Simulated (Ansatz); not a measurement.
System: PH$_{4}$, net charge -1, singlet state. Whether it binds its extra electron was not tested at this geometry. 
Coordinates optimised at B3LYP-D3(BJ)/def2-TZVP (Ansatz, a first-principles code):
SMILES: [H][P@TB5-]([H])([H])[H]
```xyz
5

P     -0.0900    -0.0022     0.0787
H     -0.1334     0.0276    -1.3351
H      1.3057     0.0005     0.3104
H      0.0798     1.7023    -0.0417
H      0.0981    -1.6980    -0.1137
```
Charge -1, spin multiplicity 1.

Basis-set convergence of Hartree-Fock and CCSD correlation energies (hartree) with Ansatz. Correlated levels leave the core frozen unless marked. No spin-orbit coupling. No relativistic terms. This anion needs diffuse functions, which these sets lack.

```
basis       functions       E(HF)  E(corr, CCSD)
----------  ---------  ----------  -------------
def2-SVP           38  -342.83226       -0.19418
def2-TZVPP         98  -342.96118       -0.24501
def2-QZVPP        190         [?]            [?]
```

**Question.** What belongs in the gaps?

**Answer.** 
- def2-QZVPP, E(HF): -342.97481
- def2-QZVPP, E(corr, CCSD): -0.25829
